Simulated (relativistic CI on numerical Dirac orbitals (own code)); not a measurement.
# Line list: Electric-dipole lines, Er XXXV

Method of calculation: Dirac-Coulomb-Breit CI, KLI orbitals optimised for each configuration, model QED (radiative potential, 1s self-energy scaled to tabulated hydrogen-like ionisation energies), unscaled Slater integrals (own radial code, finite nucleus).

CI space (outside the closed core [Ar] 3d10): 4s2.4p4, 4s.4p5, 4s2.4p3.4d, 4p6, 4s.4p4.4d, 4s2.4p3.4f, 4s.4p4.4f, 4p5.4d, 4s.4p3.4d2, 4s2.4p2.4d.4f, 4p5.4f, 4p4.4d.4f, 4s2.4p3.5s, 4s.4p3.4f2, 4p5.5s, 4s2.4p3.5p, 4s.4p3.4d.5s, 4s2.4p2.4f.5s, 4s.4p4.5s, 4s2.4p3.5d, 4s.4p4.5p, 4s2.4p3.5f, 4s2.4p3.5g, 4s.4p4.5d, 4p4.4f.5s, 4s2.4p3.6s, 4s.4p4.5f, 4s2.4p2.4d2, 4s2.4p.4d3, 4s.4p2.4d3, 4s2.4p.4d2.4f, 4s.4p2.4d2.4f, 4s2.4p.4d2.5s, 4p4.4d2, 4p3.4d3, 4p3.4d2.4f, 4p3.4d2.5s, 4s2.4p2.4d.5s, 4s.4p2.4d2.5s, 4s2.4p.4d.4f.5s, 4s.4p2.4d.4f.5s, 4s2.4p.4d.5s2, 4p4.4d.5s, 4p3.4d.4f.5s, 4p3.4d.5s2, 4s2.4p2.5s2, 4s.4p2.4d.5s2, 4s2.4p.4f.5s2, 4s.4p2.4f.5s2. Double excitations out of closed p, d and f shells are left out; levels of such configurations are missing from the list, as are those of other unlisted configurations, and high levels can miss mixing partners. These lack a partner that the ground configuration has and come out too high: 4s2.4p3.5p, 4s2.4p3.5d, 4s.4p4.5p, 4s2.4p3.5f, 4s2.4p3.5g.

| λ vac (nm) | Lower | Upper | A (s⁻¹) | gf | Branching (%) |
| --- | --- | --- | --- | --- | --- |
| 5.8389 | 4s2.4p3.4d 3F°_3 [9] | 4s2.4p2.4d2 3F_3 [124] | 8.19e+11 | 2.93e+00 | 74.5 |
| 5.9065 | 4s2.4p3.4d 3F°_4 [11] | 4s2.4p2.4d2 3G_5 [138] | 9.13e+11 | 5.25e+00 | 99.7 |
| 5.9070 | 4s2.4p3.4d 3D°_3 [14] | 4s2.4p2.4d2 3F_3 [160] | 6.75e+11 | 2.47e+00 | 67.1 |
| 5.9275 | 4s2.4p3.4d 3G°_5 [27] | 4s2.4p2.4d2 3H_6 [231] | 8.78e+11 | 6.01e+00 | 100.0 |
| 5.9288 | 4s.4p5 3P°_2 [10] | 4s.4p4.4d 3D_3 [120] | 7.33e+11 | 2.70e+00 | 88.6 |
| 5.9494 | 4s.4p5 3P°_2 [10] | 4s2.4p2.4d2 3F_2 [118] | 6.15e+11 | 1.63e+00 | 56.3 |
| 5.9562 | 4s2.4p3.4d 3F°_4 [11] | 4s2.4p2.4d2 5D_4 [133] | 1.18e+12 | 5.65e+00 | 95.0 |
| 5.9806 | 4s2.4p4 3P_2 [1] | 4s2.4p3.4d 3D°_3 [30] | 1.23e+12 | 4.61e+00 | 99.7 |
| 6.0031 | 4s2.4p4 3P_2 [1] | 4s2.4p3.4d 3P°_2 [29] | 1.16e+12 | 3.14e+00 | 98.6 |
| 6.0159 | 4s2.4p4 3P_2 [1] | 4s2.4p3.4d 3S°_1 [28] | 1.10e+12 | 1.79e+00 | 98.4 |
| 6.0169 | 4s2.4p3.4d 3F°_4 [26] | 4s2.4p2.4d2 3G_5 [221] | 9.84e+11 | 5.87e+00 | 88.7 |
| 6.0349 | 4s2.4p4 1S_0 [2] | 4s2.4p3.4d 3D°_1 [32] | 8.41e+11 | 1.38e+00 | 80.5 |
| 6.0439 | 4s2.4p4 1D_2 [4] | 4s2.4p3.4d 3D°_2 [47] | 3.44e+11 | 9.42e-01 | 52.9 |
| 6.0511 | 4s2.4p4 3P_1 [3] | 4s2.4p3.4d 3P°_1 [41] | 7.87e+11 | 1.30e+00 | 73.1 |
| 6.0648 | 4s2.4p4 1D_2 [4] | 4s2.4p3.4d 1F°_3 [45] | 1.12e+12 | 4.30e+00 | 100.0 |
| 6.1015 | 4s2.4p3.4d 3P°_2 [29] | 4s2.4p2.4d2 3D_3 [223] | 8.07e+11 | 3.15e+00 | 41.8 |
| 6.1105 | 4s2.4p3.4d 3D°_3 [30] | 4s2.4p2.4d2 3F_4 [225] | 1.30e+12 | 6.54e+00 | 66.0 |
| 6.1575 | 4s2.4p3.4d 3G°_5 [27] | 4s2.4p2.4d2 3G_5 [212] | 5.93e+11 | 3.71e+00 | 62.6 |
| 6.2010 | 4s2.4p3.4d 3D°_3 [14] | 4s2.4p2.4d2 3F_4 [141] | 4.37e+11 | 2.27e+00 | 59.8 |
| 6.2849 | 4s2.4p3.4d 3D°_2 [6] | 4s2.4p2.4d2 5G_3 [93] | 6.15e+11 | 2.55e+00 | 81.2 |
| 6.2857 | 4s2.4p3.4d 3F°_3 [9] | 4s2.4p2.4d2 1G_4 [96] | 3.78e+11 | 2.02e+00 | 89.0 |
| 6.6728 | 4s2.4p3.4d 3F°_3 [19] | 4s2.4p3.4f 3F_4 [174] | 3.93e+11 | 2.36e+00 | 46.1 |
| 6.6890 | 4s2.4p3.4d 3G°_4 [20] | 4s2.4p3.4f 1H_5 [180] | 8.46e+11 | 6.24e+00 | 89.4 |
| 6.6903 | 4s2.4p3.4d 3F°_2 [18] | 4s2.4p3.4f 3G_3 [168] | 6.23e+11 | 2.93e+00 | 63.0 |
| 6.7823 | 4s2.4p3.4d 1F°_3 [45] | 4s2.4p2.4d2 1G_4 [322] | 1.68e+12 | 1.04e+01 | 83.9 |
| 6.9438 | 4s2.4p3.4d 3D°_2 [6] | 4s2.4p3.4f 3F_3 [77] | 2.28e+11 | 1.15e+00 | 64.4 |
| 7.0320 | 4s2.4p3.4d 3F°_3 [9] | 4s2.4p3.4f 3G_4 [79] | 3.02e+11 | 2.02e+00 | 86.4 |
| 7.0445 | 4s2.4p3.4d 5D°_4 [25] | 4s2.4p3.4f 3G_5 [175] | 3.69e+11 | 3.02e+00 | 51.5 |
| 7.0871 | 4s2.4p3.4d 3F°_4 [42] | 4s2.4p3.4f 3G_5 [290] | 8.25e+11 | 6.83e+00 | 96.4 |
| 7.1157 | 4s2.4p3.4d 3D°_3 [52] | 4s2.4p3.4f 3F_4 [310] | 7.54e+11 | 5.15e+00 | 85.0 |
| 7.1226 | 4s2.4p3.4d 3D°_3 [30] | 4s2.4p3.4f 3F_4 [187] | 5.33e+11 | 3.65e+00 | 45.2 |
| 7.2206 | 4s2.4p3.4d 1P°_1 [65] | 4s2.4p2.4d2 1D_2 [354] | 1.69e+12 | 6.60e+00 | 95.3 |
| 7.2717 | 4s2.4p3.4d 3F°_4 [42] | 4s2.4p2.4d2 3F_4 [278] | 8.06e+11 | 5.75e+00 | 89.1 |
| 7.3484 | 4s2.4p4 3P_1 [3] | 4s2.4p3.4d 1D°_2 [39] | 5.09e+11 | 2.06e+00 | 58.3 |
| 7.3536 | 4s2.4p3.4d 1D°_2 [39] | 4s2.4p3.4f 1F_3 [199] | 9.22e+11 | 5.23e+00 | 65.3 |
| 7.3781 | 4s2.4p4 3P_0 [5] | 4s2.4p3.4d 1P°_1 [65] | 9.05e+11 | 2.22e+00 | 95.9 |
| 7.4646 | 4s2.4p3.4d 1F°_3 [37] | 4s2.4p3.4f 1G_4 [194] | 6.00e+11 | 4.51e+00 | 79.3 |
| 7.5107 | 4s2.4p3.4d 3F°_4 [11] | 4s2.4p3.4f 3G_5 [78] | 1.68e+11 | 1.56e+00 | 98.8 |
| 7.5330 | 4s2.4p4 1D_2 [4] | 4s2.4p3.4d 1D°_2 [39] | 3.32e+11 | 1.41e+00 | 38.0 |
| 7.5405 | 4s2.4p4 1D_2 [4] | 4s2.4p3.4d 3S°_1 [38] | 7.52e+11 | 1.92e+00 | 89.9 |
| 7.5510 | 4s2.4p3.4d 3D°_3 [14] | 4s2.4p3.4f 3F_4 [87] | 3.64e+11 | 2.80e+00 | 99.1 |
| 7.7334 | 4s2.4p4 1D_2 [4] | 4s2.4p3.4d 1F°_3 [37] | 3.63e+11 | 2.28e+00 | 86.3 |
| 7.8849 | 4s2.4p3.4d 3F°_4 [11] | 4s.4p4.4d 3F_4 [72] | 2.46e+11 | 2.06e+00 | 74.0 |
| 7.8923 | 4s2.4p4 3P_2 [1] | 4s2.4p3.4d 3D°_3 [14] | 2.64e+11 | 1.72e+00 | 100.0 |
| 8.0145 | 4s2.4p4 3P_2 [1] | 4s2.4p3.4d 3D°_2 [13] | 2.31e+11 | 1.11e+00 | 96.3 |

Terms are leading LS components. Brackets give the number of a level in order of energy, since labels repeat. The list gives strong lines, with weight on those to low levels, without lines whose two gauges differ by over a factor of 2.5, among the lowest 400 of 10723 levels, so that lines to higher ones, which can be the strongest, are missing. Levels whose partners in the same complex of configurations lie outside the list can be far off, and so can their lines. Rates are taken at the computed energies, electric ones in the length gauge.

At this charge energies of transitions that change n are usually good to better than 1 %, and those within a shell (Δn = 0) to a few per cent.

LS names give the leading component of a level, which can be under half, so a name can repeat, a term be missing and a line seem to break the LS rules.
